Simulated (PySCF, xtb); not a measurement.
C₄H₇O, SMILES CC([CH]C)=O, multiplicity 2. The values are those of a single conformer.

Harmonic wavenumbers (cm⁻¹) from GFN2-xTB (xtb) at its own minimum, in rising order: 88, 105, 141, 235, 401, 498, 594, 641, 843, 921, 982, 991, 1047, 1152, 1185, 1364, 1371, 1384, 1425, 1455, 1460, 1466, 1589, 2938, 2967, 3021, 3026, 3044, 3063, 3083.

**Question.** What does ωB97X-D3(BJ)/def2-SVP in PySCF 2.14.0 give at its own minimum? (Estimate from the structure and the level; the computed values follow.)

**Answer.** 47, 99, 158, 265, 420, 528, 613, 662, 808, 964, 970, 1032, 1046, 1151, 1222, 1371, 1386, 1428, 1447, 1460, 1461, 1498, 1700, 3044, 3071, 3113, 3159, 3189, 3200, 3203. Paired by order, the mean absolute difference is 47 cm⁻¹ and the zero-point energies are 60.7 and 62.5 kcal/mol.
